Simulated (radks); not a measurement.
Results of a calculation; reference values are marked as such.
All-electron atom: La XXII in [Kr].

Code: a radial shooting solver on a logarithmic mesh with Libxc functionals. Model: Dirac Kohn-Sham, LB94 model potential, spin-unpolarised, spherical densities, finite nucleus; Fermi nuclear charge, rms radius 4.855 fm.

Energy parts (hartree):
part                   energy
kinetic             8930.1961
electron-nucleus  -19475.5144
Hartree             2416.6427
(The LB94 potential has no energy functional, so no total or exchange-correlation energy is given.)

Orbitals (lengths in bohr, moments of r in powers of bohr; <r^-3> diverges for s and p1/2; r(90%) holds 90 % of the orbital's charge):
orbital  occ.  eigenvalue (hartree)      <r^4>      <r^2>  <r^-3>  r(90%)
1s1/2       2             -1450.756  1.906e-06  0.0008512       -  0.0451
2s1/2       2             -249.7921  0.0003131    0.01347       -   0.165
2p1/2       2             -237.1383  0.0001970   0.009882       -   0.147
2p3/2       4             -221.7859  0.0002437    0.01114    6743   0.155
3s1/2       2             -69.82016    0.01251    0.09118       -   0.414
3p1/2       2             -64.44558    0.01159    0.08575       -   0.408
3p3/2       4             -61.41216    0.01353    0.09299    1367   0.424
3d3/2       4             -52.04336    0.01016    0.07558   226.3   0.396
3d5/2       6             -51.38181    0.01067    0.07762   206.5   0.401
4s1/2       2             -28.52168     0.2392     0.4130       -   0.861
4p1/2       2             -26.43979     0.2576     0.4251       -   0.880
4p3/2       4             -25.63005     0.2904     0.4522   368.5   0.906

The highest occupied level is 4p3/2 at -697.43 eV. Summed over all electrons, <r^2> = 5.072 bohr^2, which gives a Langevin (diamagnetic) susceptibility term of -4.02 x 10^-6 cm^3/mol. For comparison, the ionisation energy in NIST's Atomic Spectra Database is 696 eV (theoretical). In exact Kohn-Sham theory the highest level is minus the ionisation energy, but local and semilocal functionals leave it too shallow, through self-interaction and a potential that decays too fast; potentials with the right tail come closer. The electron density at the nucleus is 3.519e+05 e/bohr^3. The density falls to 0.001 e/bohr^3 at r = 1.51 bohr.
